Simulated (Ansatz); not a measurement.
**Ligand exchange: GaHCl2 + BHF2 → GaH2Cl + BClF2**

Species: GaHCl2 `[Cl][GaH][Cl]`, singlet; BHF2 `FBF`, singlet; GaH2Cl `[Cl][GaH2]`, singlet; BClF2 (chlorodifluoroborane) `FB(F)Cl`, singlet. The partners trade Cl for H: Ga–Cl and B–H bonds give way to Ga–H and B–Cl.

Shapes, held fixed at every level: PBE0-D4/def2-TZVP. Programs: Ansatz 0.2.0. The zero-point and thermal change to 298 K, harmonic and unscaled (PBE0-D4/def2-TZVP), is -5.9 kJ/mol.

```tsv
level	kind	ΔH(298 K) (kJ/mol)	less CCSD(T)/def2-TZVPP
SPW92/def2-TZVPP	LDA	+26.9	-16.4
PBE-D4/def2-TZVPP	GGA	+35.5	-7.8
r2SCAN-D4/def2-TZVPP	meta-GGA	+37.9	-5.4
B3LYP-D4/def2-TZVPP	global hybrid	+42.7	-0.6
wB97X-V/def2-TZVPP	range-separated hybrid	+41.1	-2.2
MP2/def2-TZVPP	perturbation theory	+45.7	+2.4
CCSD/def2-TZVPP	coupled cluster or CI	+44.1	+0.8
CCSD(T)/def2-TZVPP	coupled cluster or CI	+43.3	0.0
```

The highest level, CCSD(T)/def2-TZVPP, gives ΔH(298 K) = +43.3 kJ/mol; the levels span +26.9 to +45.7. The column of differences is taken from that level and isn't an error. No measured value is set beside it here. Relativity is left out for Ga. Outer-core shells of Ga are correlated in most correlated rows, in sets that cover them unevenly.
